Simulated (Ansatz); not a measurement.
Geometry optimisation, DFT PBE, scalar-relativistic, plane waves, PAW (Ansatz 0.2.0).

The input (input.yaml):

```yaml
crystal:
  lattice:
    - [7.398, 0.0, 0.0]
    - [-3.699, 6.406856, 0.0]
    - [0.0, 0.0, 13.0]
  atoms:
    - { symbol: C, position: [0.0, 0.0, 0.0769231] }
    - { symbol: C, position: [0.2222222, 0.1111111, 0.0769231] }
    - { symbol: C, position: [0.0, 0.3333333, 0.0769231] }
    - { symbol: C, position: [0.2222222, 0.4444444, 0.0769231] }
    - { symbol: C, position: [0.0, 0.6666667, 0.0769231] }
    - { symbol: C, position: [0.2222222, 0.7777778, 0.0769231] }
    - { symbol: C, position: [0.3333333, 0.0, 0.0769231] }
    - { symbol: C, position: [0.5555556, 0.1111111, 0.0769231] }
    - { symbol: C, position: [0.3333333, 0.3333333, 0.0769231] }
    - { symbol: C, position: [0.5555556, 0.4444444, 0.0769231] }
    - { symbol: C, position: [0.3333333, 0.6666667, 0.0769231] }
    - { symbol: C, position: [0.5555556, 0.7777778, 0.0769231] }
    - { symbol: C, position: [0.6666667, 0.0, 0.0769231] }
    - { symbol: C, position: [0.8888889, 0.1111111, 0.0769231] }
    - { symbol: C, position: [0.6666667, 0.3333333, 0.0769231] }
    - { symbol: C, position: [0.8888889, 0.4444444, 0.0769231] }
    - { symbol: C, position: [0.6666667, 0.6666667, 0.0769231] }
    - { symbol: C, position: [0.8888889, 0.7777778, 0.0769231] }
    - { symbol: Br, position: [0.0977203, 0.0665572, 0.2238462], spin: 1.0 }
magnetization:
  spin_polarized: true
basis:
  ecutwfc: 420.0
kpoints:
  mp_grid: { grid: [2, 2, 1] }
hamiltonian:
  xc: pbe
scf:
  occupations: { method: fermi_dirac, width: 0.05 }
  lower_state_search: "off"
relax:
  f_tol: 0.03
  max_steps: 60
  adjacent_minimum: "off"
```

Run as:

```bash
$ ansatz run input.yaml --threads 2 --pin off --max-ram 5120MiB --backend cpu --events-out ev --progress --plain --runs-dir out
```

**Question.** Where does it end, and by what steps?

**Answer.** It converged. The force dipped under the threshold on the way, but the program's further checks kept it going. Limits of this set-up: coarse k mesh, slab without dipole correction. After 10 steps the energy has fallen by 2.818 eV; Br19 moved furthest, 1.27 Å. Parted: C1–Br19, C2–Br19.

```json
{"step": "0", "energy less start (eV)": "0.0000", "largest force component (eV/Å)": "7.194", "accepted": "yes"}
{"step": "1", "energy less start (eV)": "-1.2620", "largest force component (eV/Å)": "4.747", "accepted": "yes"}
{"step": "2", "energy less start (eV)": "-2.0409", "largest force component (eV/Å)": "2.764", "accepted": "yes"}
{"step": "3", "energy less start (eV)": "-2.4996", "largest force component (eV/Å)": "1.393", "accepted": "yes"}
{"step": "4", "energy less start (eV)": "-2.7222", "largest force component (eV/Å)": "0.582", "accepted": "yes"}
{"step": "5", "energy less start (eV)": "-2.8002", "largest force component (eV/Å)": "0.168", "accepted": "yes"}
{"step": "6", "energy less start (eV)": "-2.8133", "largest force component (eV/Å)": "0.027", "accepted": "yes"}
{"step": "7", "energy less start (eV)": "-2.8141", "largest force component (eV/Å)": "0.035", "accepted": "yes"}
{"step": "8", "energy less start (eV)": "-2.8160", "largest force component (eV/Å)": "0.009", "accepted": "yes"}
{"step": "9", "energy less start (eV)": "-2.8177", "largest force component (eV/Å)": "0.015", "accepted": "yes"}
{"step": "10", "energy less start (eV)": "-2.8177", "largest force component (eV/Å)": "0.028", "accepted": "yes"}
```

```xyz
19
Lattice="7.3980 0.0000 0.0000 -3.6990 6.4069 0.0000 0.0000 0.0000 13.0000" Properties=species:S:1:pos:R:3
C 0.028 0.025 0.981
C 1.262 0.737 0.947
C -1.205 2.160 0.935
C 0.027 2.872 0.936
C -2.439 4.296 0.935
C -1.205 5.007 0.935
C 2.493 0.025 0.935
C 3.727 0.737 0.933
C 1.260 2.159 0.935
C 2.494 2.872 0.933
C 0.028 4.296 0.935
C 1.260 5.007 0.935
C 4.960 0.024 0.936
C 6.191 0.737 0.951
C 3.727 2.160 0.937
C 4.959 2.872 0.933
C 2.494 4.296 0.936
C 3.727 5.006 0.951
Br -0.020 -0.012 3.992
```

Time of the run: 12 min on 2 CPU threads of a shared host.
